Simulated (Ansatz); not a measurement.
Gas-phase electronic energies from Ansatz, PBE0-D4/def2-TZVP geometries. CCSD(T)/CBS adds triple-zeta CCSD(T) − MP2 to the extrapolated MP2 energy (def2 sets, frozen cores). This one scheme is used for every species. DFT in def2-TZVPP. Each species was taken in one conformer, which may not be the lowest.

Consider the redistribution: `[AlH]1[SiH2][S]1` + `NB(O)Cl` → `[NH2][Al]1[SiH2][S]1` + `OBCl`.

`[AlH]1[SiH2][S]1`:

```xyz
6

Al   -0.445   -1.077   -0.765
Si    0.356    0.488    0.746
S    -0.344    1.032   -1.269
H    -0.909   -2.393   -1.489
H     1.790    0.818    0.958
H    -0.446    1.132    1.819
```

`NB(O)Cl`:

Cartesian coordinates in Å:
```
N 0.900 -0.338 0.546
B -0.183 0.044 -0.241
O -1.254 0.677 0.310
Cl -0.157 -0.307 -1.994
H 1.705 -0.806 0.175
H 0.923 -0.159 1.535
H -1.935 0.889 -0.331
```

`[NH2][Al]1[SiH2][S]1`:

Z-matrix (Å, degrees):
```
Si
Al 1 2.310
S 1 2.208 2 57.4
H 1 1.487 2 125.4 3 95.9
H 1 1.487 2 125.4 3 -95.9
N 2 1.754 1 163.4 3 -179.8
H 6 1.006 2 124.5 1 -0.3
H 6 1.007 2 124.7 1 180.0
```

`OBCl`:

```xyz
5

O     0.674    0.353   -0.741
B     0.118   -0.166    0.362
Cl   -1.637   -0.272    0.534
H     0.035    0.647   -1.398
H     0.811   -0.562    1.243
```

```
             level  ΔE (kJ/mol)  difference from CCSD(T)/CBS
            PBE-D4         25.8                          5.8
           BLYP-D4         21.2                          1.2
        r2SCAN0-D4         26.0                          6.0
      CAM-B3LYP-D4         23.9                          3.9
            B2PLYP         19.6                         -0.4
RPA@PBE/def2-TZVPP         19.5                         -0.5
       HF/def2-SVP         36.2                         16.2
     HF/def2-QZVPP         24.8                          4.8
     MP2/CBS(def2)         17.4                         -2.6
    CCSD/CBS(def2)         20.7                          0.7
       CCSD(T)/CBS         20.0                            0
```

Largest T1 diagnostic among the species: 0.015.

Leaving LDA and LC-ωPBE aside and taking each functional with its dispersion term where it has one, the values, not all of them listed here, spread over 14.8 kJ/mol, from B2PLYP to B97M-V. LDA lies +10.5 kJ/mol from PBE without D4. At CCSD(T), def2-SVP lies +10.3 kJ/mol from the extrapolated value and def2-TZVPP +0.0 kJ/mol. In def2-TZVPP, CCSD(T) changes the Hartree–Fock value by −5.5 kJ/mol (the triples alone add −0.7 kJ/mol) and MP2 by −8.0 kJ/mol.
